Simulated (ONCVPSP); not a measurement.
Before and after: ONCV potential for Sn (Z = 50)

* Element: tin (Sn)
* Generator: ONCVPSP 4.0.1
* Type: optimised norm-conserving Vanderbilt (ONCV)
* Functional: PBEsol
* Relativity: fully relativistic
* Frozen core: [Ar] 3d10
* Valence charge: 22
* Reference configuration: 4s2 4p6 4d10 5s2 5p1.75 (charge +0.25)
* Partial waves: 4s+5s: rc 1.20 bohr, ncon 4, nbas 8, qcut 8.2 1/bohr, 3 projectors, debl 0.5 Ha; 4p+5p: rc 1.25 bohr, ncon 3, nbas 6, qcut 10.7 1/bohr, 2 projectors; 4d: rc 1.00 bohr, ncon 4, nbas 8, qcut 8.8 1/bohr, 1 projector
* Local potential: polynomial inside 0.65 bohr (lpopt 5, dvloc0 6 Ha)
* Core correction: polynomial model core, fcfact 0.25

Open shells are filled in proportion to 2j + 1.

Change: s: qcut 11.2; p: qcut 14.6; d: qcut 12.

Cutoffs: the cutoffs (Ha) at which the residual kinetic energy of the hardest occupied pseudo-wave falls to 1 and 0.1 mHa per electron; they do not see the model core or the augmentation charge, which bear on the density cutoff. Errors are all-electron minus pseudo energies relative to the spin-unpolarised reference configuration.

Problem. How do hardness, ghosts and transferability respond?

Solution. The potential gets softer (63 Ha and 208 Ha → 53 Ha and 62 Ha); the bound ghost in s disappears; of the 4 tests that both files solve, the error grows in 0 and shrinks in 1 by more than 15 % and 0.3 meV (median size 0.6 → 0.6 meV).

```csv
quantity,base,changed
"cutoff, loose",63 Ha,53 Ha
"cutoff, tight",208 Ha,62 Ha
loose cutoff by channel,"s 32 Ha, p 37 Ha, d 63 Ha","s 45 Ha, p 53 Ha, d 48 Ha"
bound ghosts,s,none
GHOST(+) flags under 300 eV,none,s at 220.2 eV
"error for 4s2 4p6 4d10 5s2 5p2, meV [ΔE -1.12 eV]",-0.1,-0.1
"error for 4s2 4p6 4d10 5s2 5p1, meV [ΔE 5.79 eV]",+0.3,+0.3
"error for 4s2 4p6 4d10 5s2 5p0, meV [ΔE 19.78 eV]",+0.9,+0.9
"error for 4s1 4p6 4d10 5s2 5p2, meV [ΔE 140.83 eV]",-131,-21
s: phases at 1.22 bohr within 0.05 rad from the reference energy up to (Ha; the scan ends near 5),to the end of the scan,to the end of the scan
p3/2: phases at 1.27 bohr within 0.05 rad from the reference energy up to (Ha; the scan ends near 5),to the end of the scan,to the end of the scan
p1/2: phases at 1.27 bohr within 0.05 rad from the reference energy up to (Ha; the scan ends near 5),to the end of the scan,to the end of the scan
d5/2: phases at 1.01 bohr within 0.05 rad from the reference energy up to (Ha; the scan ends near 5),to the end of the scan,to the end of the scan
d3/2: phases at 1.01 bohr within 0.05 rad from the reference energy up to (Ha; the scan ends near 5),to the end of the scan,to the end of the scan
"rms error of d²Exc/dni dnj with the model core, mHa",3.32,3.86
```

 A true bound ghost makes a file unfit for plane-wave use even where its test errors are small: the radial tests pick states by their node count and pass the ghost by.
